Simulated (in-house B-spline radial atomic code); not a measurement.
Values are calculated unless marked as measured or tabulated.
# Stopping and range of 20 keV Ar in Ge

The pair potential comes from two frozen, spherical free-atom densities (PBE, B-spline radial code, scalar-relativistic past argon): electrostatics plus the change in Thomas-Fermi kinetic and Dirac exchange energy where they overlap, the recipe behind the universal ZBL potential, which averages such potentials (from solid-state densities) over many pairs. It is written V = (Z1 Z2 e²/r) φ(r/a), with e² = 14.3996 eV·Å and a = 0.46850 Å/(Z1^0.23 + Z2^0.23); ZBL's fit is φ = 0.18175 e^(−3.1998x) + 0.50986 e^(−0.94229x) + 0.28022 e^(−0.4029x) + 0.02817 e^(−0.20162x). Where φ falls below 4e-4 it is continued as an exponential.

The target is taken as amorphous, with density 5.3234 g/cm³ (NSM archive of the Ioffe Institute); channelling is ignored. Masses: Ar 39.95, Ge 72.63 u. Nuclear stopping is S_n = 4π a Z1 Z2 e² M1/(M1 + M2) × s_n(ε), with s_n integrated over impact parameters for each pair. Electronic stopping is Lindhard and Scharff's S_e = Z1^(1/6) 8π e² a0 Z1 Z2/(Z1^(2/3) + Z2^(2/3))^(3/2) × v/v0, with a0 = 0.529177 Å and v = v0 at 24.801 keV/u; it misses the oscillations with Z1 seen in experiment, which reach tens of per cent. Compounds add by atom fraction.

```json
{"target atom": "Ge", "a (Å)": "0.11253", "ε at this energy": "0.1751", "s_n, this pair": "0.3575", "s_n, ZBL potential": "0.3414"}
```

(1) What are the atom density and the stopping powers at entry?

Along the track:

| E (keV) | N S_n (eV/nm) | N S_e (eV/nm) |
| --- | --- | --- |
| 1 | 294 | 35.9 |
| 3 | 437 | 62.2 |
| 6 | 533 | 87.9 |
| 10 | 595 | 113 |
| 15 | 636 | 139 |
| 20 | 657 | 161 |

(2) Estimate the path length and the projected range.

## Answers

(1) N = 5.3234 × 0.602214/72.63 = 0.04414 atoms/Å³. For Ge: S_n = 4162 × 0.3575 = 1488 eV·Å², S_e = 2.5714 × √20000 = 363.6 eV·Å². Averaged over the target's atoms and times N × 10 Å/nm, the ion loses N S_n = 657 eV/nm to recoils and N S_e = 161 eV/nm to electrons; the nuclear share is 80 %.

(2) With continuous slowing down the path is the integral of dE/(N (S_n + S_e)). Trapezoids over the table give 29.5 nm, and the stretch below the first row, with stopping taken as √E, adds 2E/(N S) = 6.1 nm: 35.6 nm in all, against 34.6 nm on a fine grid from 5 eV. Deflections shorten the depth: to first order in the energy passed on, N (S_n + S_e) dR_p/dE = 1 − N S_n (M2/M1) R_p/(2E), summed over the target's atoms, and integrating this on the fine grid gives R_p = 16 nm, 0.46 of the path. Lindhard's rule of thumb R/(1 + M2/3M1), with mean M2/M1 = 1.82, gives 21.5 nm. On the ZBL potential the same equation gives 16.7 nm, and the full integral equation, which keeps hard collisions, 17.9 nm.
